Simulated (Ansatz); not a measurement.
C3H4Si, SMILES `C#C[C][SiH3]` (excited singlet) (charge 0, multiplicity 1). This singlet is an excited state, 0.64 eV above the relaxed triplet at the level B3LYP/cc-pVTZ // PBE0-D3(BJ)/def2-TZVP (Ansatz, a program for electronic structure).

Cartesian coordinates (Å):
```xyz
8

C      2.6200    -0.9270     0.2179
C      1.3967    -0.4226     0.1519
C      0.1918    -0.0945     0.1376
Si    -1.5663     0.3421     0.0640
H      3.4473    -0.2529    -0.0217
H     -1.7761     1.7694     0.4101
H     -2.3845    -0.5101     0.9612
H     -1.9289     0.0955    -1.3553
```
Charge 0, multiplicity 1.

Frozen-core energies in 6-31g from Ansatz at a geometry from PBE0-D3(BJ)/def2-TZVP; the HF reference has <S^2> = 0.00 (restricted, and unstable towards unrestricted orbitals) and the T1 diagnostic is 0.024.

```tsv
level	energy (Ha)
HF	-404.57407
MP2	-404.86648
CCSD	-404.90628
```

Estimate the energies of CCSD(T), CCSDT and CCSDT(Q), and give each level's difference from CCSDT(Q).


```json
[
 {"level": "MP2", "energy (Ha)": "-404.86648", "difference from CCSDT(Q) (mHa)": "57.31"},
 {"level": "CCSD", "energy (Ha)": "-404.90628", "difference from CCSDT(Q) (mHa)": "17.51"},
 {"level": "CCSD(T)", "energy (Ha)": "-404.92051", "difference from CCSDT(Q) (mHa)": "3.28"},
 {"level": "CCSDT", "energy (Ha)": "-404.92221", "difference from CCSDT(Q) (mHa)": "1.58"},
 {"level": "CCSDT(Q)", "energy (Ha)": "-404.92379", "difference from CCSDT(Q) (mHa)": "0.00"}
]
```
